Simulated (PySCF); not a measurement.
CrO₂Cl₂, SMILES [O]=[Cr](=[O])([Cl])[Cl], multiplicity 1. Atoms are numbered in the order given.

```xyz
5

Cr     0.0000     0.0000     0.3569
O      0.0000     1.2662     1.2624
O      0.0000    -1.2662     1.2624
Cl    -1.7573     0.0000    -0.8460
Cl     1.7573     0.0000    -0.8460
```
Charge 0, spin multiplicity 1.

Coordinates come from a PBE-D3(BJ)/def2-SVP optimisation. The spin state was assumed, not searched. The isomer is the one that the SMILES or the coordinates give; other isomers of the formula were not compared.

All values below come from HF/def2-TZVP run with PySCF.

The molecule is in vacuum.

| Property | Result |
|---|---|
| total energy | -2111.89834 hartree |
| point group | C2v |
| highest occupied level | -13.02 eV |
| lowest empty level | -1.33 eV |
| orbital gap | 11.70 eV |
| dipole moment | 0.68 D |
| quadrupole, principal values (traceless, Buckingham form, about the centre of nuclear charge) | -1.53, -0.61, 2.15 D·Å |
| mean static polarisability | 62.0 bohr³ (9.19 Å³) |
| polarisability, principal values | 52.2, 61.2, 72.8 bohr³ |
